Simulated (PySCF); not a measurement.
## Dipole response of Br (bromine, neutral)

[Ar] 3d10 4s2 4p4 5s1, high-spin 4P determinant (an excited configuration). Computed with PySCF 2.14 in aug-cc-pVTZ-PP with one added diffuse shell each of s, d, f type with ECP10MDF (7s5p5d3f, 68 functions), with scalar relativity through the core potential. Coupled (time-dependent) response in atomic units; α is the mean over directions.

```csv
method,mean α (bohr³),"α xx, yy, zz",C₆ (like pair),S(−4)
UHF,353.9,"389.1, 283.7, 389.1",5971,98740
PBE,314.3,"343.7, 255.5, 343.7",4999,78660
PBE0,345.2,"377.7, 280.4, 377.7",5695,95870
CAM-B3LYP,283.2,"304.8, 240.1, 304.8",4348,62160
```

S(−4) is the Cauchy moment in α(ω) = α(0) + S(−4) ω² + …

Spin-orbit coupling is absent.

α(iu) at UHF:

```csv
u (hartree),α(iu) (bohr³)
0,353.9
0.0500,211.5
0.100,101.6
0.200,39.97
0.300,23.93
0.500,13.07
0.750,7.850
1.00,5.245
1.50,2.796
2.00,1.732
3.00,0.8598
5.00,0.3482
```

A single London oscillator, α(iu) = α/(1 + u²/ω²), gives C₆ = (3/4) ω α². Matching the computed C₆ needs ω = 4 × 5971 / (3 × 353.9²) = 0.0636 hartree.

The components differ because the open shell of this determinant is not spherical; for a pure term their mean is the scalar polarisability.

Energies and moments cover only the electrons outside the core potential. The outer electron is Rydberg-like, and this basis confines it to a smaller radius and binds it less than a complete one would.
